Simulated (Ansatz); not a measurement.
Kohn–Sham single points on Cl2F2H3NSi2 (`F[SiH2]N[Si](F)(Cl)Cl`).

```yaml
crystal:
  periodic: [false, false, false]
  atoms:
    - {symbol: F, position_ang: [2.121747, -0.621644, -1.302959]}
    - {symbol: Si, position_ang: [1.069712, -1.162522, -0.232488]}
    - {symbol: N, position_ang: [0.253800, 0.133925, 0.554901]}
    - {symbol: Si, position_ang: [-1.154876, 0.968520, 0.120771]}
    - {symbol: F, position_ang: [-2.426070, 0.436516, 0.896698]}
    - {symbol: Cl, position_ang: [-0.985945, 2.930657, 0.597039]}
    - {symbol: Cl, position_ang: [-1.520640, 0.712720, -1.852116]}
    - {symbol: H, position_ang: [1.839006, -1.899029, 0.792454]}
    - {symbol: H, position_ang: [0.088605, -1.992578, -0.955638]}
    - {symbol: H, position_ang: [0.714659, 0.493425, 1.381338]}
basis:
  gaussian: {orbitals: def2-TZVPP}
hamiltonian: {xc: {name: B3LYP}, dispersion: d4}
output: {forces: true, orbitals: {seedname: orbitals}}
```

```sh
$ ansatz run in.yaml --threads 2 --pin off --events-out ev --progress --plain --max-ram 31744MiB --backend cuda --devices 0, --max-vram 18GiB
```

It prints (some lines left out):

```
Functional definition: B3LYP
1852 factors; their error is unknown
mean field evaluation 1: about -47778.0835 eV, gradient 7.8e1 eV
mean field evaluation 2: about -47762.3092 eV, gradient 1.2e2 eV
mean field evaluation 4: about -47787.7193 eV, gradient 5.4e0 eV
mean field evaluation 8: about -47787.7737 eV, gradient 1.3e-1 eV
mean field evaluation 16: about -47787.8603 eV, gradient 1.8e-4 eV
mean field -47787.86030796 eV, -1756.1714745423 hartree, gradient 6.1e-5 eV, S^2 0.000000; 0 other end points of the search recorded, 0 dependent functions left out
reference -47787.86061385 eV, -1756.1714857838 hartree; 45, 45 occupied and 258, 258 virtual orbitals, 1852 factors
Total energy: -47788.45328771 eV, -1756.1932661463 hartree
Atom 0 at     2.121747    -0.621644    -1.302959 Å, force     0.132167     0.071721    -0.141962 eV/Å
Atom 1 at     1.069712    -1.162522    -0.232488 Å, force    -0.049666    -0.289024     0.121844 eV/Å
Atom 2 at     0.253800     0.133925     0.554901 Å, force     0.044990     0.013796     0.064862 eV/Å
Atom 3 at    -1.154876     0.968520     0.120771 Å, force     0.060066     0.008521     0.033454 eV/Å
Atom 4 at    -2.426070     0.436516     0.896698 Å, force    -0.180991    -0.088736     0.116742 eV/Å
Atom 5 at    -0.985945     2.930657     0.597039 Å, force     0.021436     0.234405     0.060389 eV/Å
Atom 6 at    -1.520640     0.712720    -1.852116 Å, force    -0.048393    -0.030223    -0.235766 eV/Å
Atom 7 at     1.839006    -1.899029     0.792454 Å, force    -0.050529     0.039612    -0.068914 eV/Å
Atom 8 at     0.088605    -1.992578    -0.955638 Å, force     0.074120     0.051727     0.055660 eV/Å
Atom 9 at     0.714659     0.493425     1.381338 Å, force    -0.003200    -0.011799    -0.006310 eV/Å
Dipole moment:     0.168177    -0.122301     0.296080 e Å
```

Run time 5.5 s (2 threads of an AMD EPYC 7R13 on a shared host and a share of an NVIDIA H100 80 GB); peak host memory 0.92 GiB.

Changing it to `hamiltonian: {xc: pbe0, dispersion: d4}` and no forces (abridged; 3.6 s):

```
Functional definition: PBE0
mean field evaluation 16: about -47764.2838 eV, gradient 7.0e-5 eV
mean field -47764.28384029 eV, -1755.3050553361 hartree, gradient 7.0e-5 eV, S^2 0.000000
Total energy: -47764.59648274 eV, -1755.3165447344 hartree
```

With the line `hamiltonian: {xc: r2scan, dispersion: d4}` (abridged; 3 s):

```
Functional definition: r2SCAN
mean field evaluation 16: about -47780.1560 eV, gradient 2.5e-4 eV
mean field -47780.15595234 eV, -1755.8883446957 hartree, gradient 2.9e-5 eV, S^2 0.000000
Total energy: -47780.24436438 eV, -1755.8915937780 hartree
Atom 0 force     0.025238     0.018453    -0.036476 eV/Å
Atom 1 force    -0.017199    -0.056197     0.025488 eV/Å
Atom 2 force     0.012726    -0.020349     0.000755 eV/Å
Atom 3 force     0.032126    -0.002471    -0.004237 eV/Å
Atom 4 force    -0.056244    -0.027557     0.034756 eV/Å
Atom 5 force     0.002266     0.074784     0.025288 eV/Å
Atom 6 force    -0.009936    -0.017641    -0.072283 eV/Å
Atom 7 force    -0.021307     0.009169    -0.022890 eV/Å
Atom 8 force     0.018861     0.011924     0.022196 eV/Å
Atom 9 force     0.013470     0.009885     0.027402 eV/Å
Dipole moment:     0.168925    -0.116768     0.296546 e Å
```

B3LYP takes the VWN-RPA correlation (the form of Gaussian; ORCA's B3LYP/G).
